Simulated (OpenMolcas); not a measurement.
**Levels of neutral selenium by method**

```json
{
 "Program": "OpenMolcas 26.06",
 "Basis": "ANO-R2 [6s6p4d3f1g]",
 "Scalar Hamiltonian": "X2C, finite nucleus",
 "Active space": "4 electrons in 3 orbitals (4p)",
 "State averaging": "2S+1 = 3 even, 3 roots; 2S+1 = 1 even, 6 roots",
 "Spin-orbit coupling": "RASSI with atomic mean-field integrals over the reference wave functions, term energies averaged over their components"
}
```

Methods on the same reference wave functions:
A. CASSCF
B. SS-CASPT2, IPEA 0.25 Eh, imaginary shift 0.1 Eh (closed shells correlated: 3d 4s)
C. XMS-CASPT2, IPEA 0.25 Eh, imaginary shift 0.1 Eh (closed shells correlated: 3d 4s)

Energies in cm⁻¹ above 4s² 4p⁴ ³P₂, the measured ground level; measured values from NIST Handbook of Basic Atomic Spectroscopic Data.

```
      Level      A      B      C  Measured
4s² 4p⁴ ³P₂    0.0    0.0    0.0       0.0
4s² 4p⁴ ³P₁   1812   1835   1833      1989
4s² 4p⁴ ³P₀   2430   2410   2400      2534
4s² 4p⁴ ¹D₂  11784   9910  10040      9576
4s² 4p⁴ ¹S₀  27795  23390  22990     22446
```

Deviations, from unrounded energies. A percentage is the sum of absolute deviations over the sum of measured energies, with the sign that they share, or ± where signs differ.

```tsv
Against measurement	Levels	A	B	C
mean absolute deviation (cm-1)	4	2000	390	330
fine structure of the ground term (%)	2	-6.2	-6.3	-6.5
other terms of the ground configuration (%)	2	+23.6	+4.0	+3.2
```

C lies closest to measurement on these levels and A furthest from it. The largest miss of C in the table is 4s² 4p⁴ ¹S₀, by +550 cm-1. The ranking rests on the paired levels alone, and a cruder setting can come out closer through cancelling errors.

Between B and C the level of the table that moves most is 4s² 4p⁴ ¹S₀, by 400 cm-1 (lowest in C, highest in B). Moves below CASPT2's spread within the term are not significant.

The mean deviations of B to C differ by less than CASPT2's widest spread within a term (1500 cm-1), so their order carries little weight.

From A to B the spin-free energies of the other terms of 4s² 4p⁴ shown, above ³P, scale by factors of 0.82 to 0.83.

The lowest spin-free term lies below A's lowest term by 0.586 hartree in B, 0.590 hartree in C.

CASPT2 breaks the degeneracy within a term, and the mean is taken; among the terms shown or strongly mixed into the levels shown the widest spread is 1500 cm-1 (4s² 4p⁴ ¹D, C). With the s shell closed, the reference lacks s² → p² mixing. Without dynamic correlation excited terms often stand tens of per cent too high (terms of higher spin than the ground term too low), and those without a measured partner can miss by more than the paired ones (holds for A). Measured partners are found by configuration, term and J. A level has none where our copy of the source lacks it or the pairing is in doubt (some pairs that miss far off the trend of their configuration count as doubtful), and it then counts in no deviation. Only configurations of the active space appear.
